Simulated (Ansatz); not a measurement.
Consider the cleavage of the Al–Ge bond: `[CH3][GeH2][AlH][Cl]` + `OBS` → `SB[O][AlH][Cl]` + `[CH3][GeH3]`.

Computed with Ansatz on PBE0-D4/def2-TZVP structures; ΔE is electronic, products minus reactants. CCSD(T)/CBS adds triple-zeta CCSD(T) − MP2 to the extrapolated MP2 energy (def2 sets, frozen cores). DFT in def2-TZVPP. For Ge outer-core shells are correlated without core-valence functions, which leaves a few kJ/mol of doubt a bond. Scalar relativity is left out up to krypton. One conformer a species, not always the lowest.

```tsv
level	ΔE (kcal/mol)
PBE	-23.9
MP2/def2-QZVPP	-30.2
```

**Question.** What does CCSD(T)/CBS give? (An estimate is asked.)

**Answer.** Computed: -28.7 kcal/mol. The listed levels differ from it by 4.8, -1.5 kcal/mol.

Largest T1 diagnostic among the species: 0.013.

From PBE to PBE0 (25 % exact exchange), in def2-TZVPP and without D4, ΔE moves by −1.5 kcal/mol. In def2-TZVPP, CCSD(T) changes the Hartree–Fock value by +5.3 kcal/mol (the triples alone add +0.7 kcal/mol) and MP2 by +4.1 kcal/mol.
